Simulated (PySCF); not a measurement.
Compound: C8H9FO.
Cartesian coordinates in Å at the GFN2-xTB level; atoms count from 1:
```xyz
19
C8H9FO angstrom
C     -3.3409    0.4970    0.1062
O     -2.4310   -0.3136   -0.5974
C     -1.1060   -0.2102   -0.3019
C     -0.2522   -1.0405   -1.0328
C      1.1062   -1.0137   -0.8113
C      1.6508   -0.1599    0.1441
C      3.1388   -0.1536    0.3623
F      3.5171    0.7405    1.3314
C      0.8040    0.6616    0.8673
C     -0.5647    0.6422    0.6518
H     -3.1451    1.5612   -0.0616
H     -4.3246    0.2465   -0.2878
H     -3.3185    0.2882    1.1809
H     -0.6843   -1.6978   -1.7705
H      1.7557   -1.6605   -1.3829
H      3.6706    0.1345   -0.5533
H      3.4939   -1.1386    0.6902
H      1.2126    1.3285    1.6110
H     -1.1922    1.2973    1.2351
```

Hirshfeld charges (e) from the PBE0/pcSseg-1 density (PySCF), one withheld:

```
atom       bonded to   charge
  C1  O2 H11 H12 H13  -0.0320
  O2           C1 C3  -0.1100
  C3       O2 C4 C10  +0.0727
  C4       C3 C5 H14  -0.0681
  C5       C4 C6 H15  -0.0517
  C6        C5 C7 C9  -0.0210
  C7   C6 F8 H16 H17  +0.0267
  F8              C7  -0.1096
  C9      C6 C10 H18  -0.0559
 C10       C9 C3 H19        ?
 H11              C1  +0.0441
 H12              C1  +0.0564
 H13              C1  +0.0441
 H14              C4  +0.0499
 H15              C5  +0.0512
 H16              C7  +0.0462
 H17              C7  +0.0462
 H18              C9  +0.0441
 H19             C10  +0.0443
```

(1) What is the charge on C10?

(2) Add each hydrogen's charge to the atom that carries it.

(3) Across which bond do the charges differ most?

(4) Take the bonds between elements whose Pauling electronegativities differ by more than 0.25. In how many does the more electronegative atom carry the lower charge?

(5) How much positive and how much negative charge does this set hold in all?

Results:

(1) The charges add up to the total charge, 0. The others sum to +0.0776, which leaves -0.0776 e for C10 (aromatic CH carbon); the computed value is -0.0775, the difference coming from rounding and the integration grid.

(2) C1 +0.1126, C4 -0.0182, C5 -0.0005, C7 +0.1191, C9 -0.0118, C10 -0.0332. Atoms without hydrogen keep their charges.

(3) C3–O2: +0.0727 on C3 against -0.1100 on O2, a difference of 0.1827 e. The lower charge is on the more electronegative element of the two (Pauling values: O 3.44, C 2.55).

(4) In 12 of 12.

(5) +0.5259 e on 11 atoms and -0.5258 e on 8.

The Hirshfeld scheme divides the density at each point in proportion to the densities of the neutral, spherically averaged free atoms. The structure is a single GFN2-xTB conformer in the gas phase; no vibrational or solvent corrections.

The run behind these numbers computed NMR shieldings as well. The run took 37 s of wall time on an Arm Neoverse V1 with one thread, no GPU, shared host with 32 logical CPUs at a one-minute load of 9.2, and the process peaked at 0.89 GiB of memory.
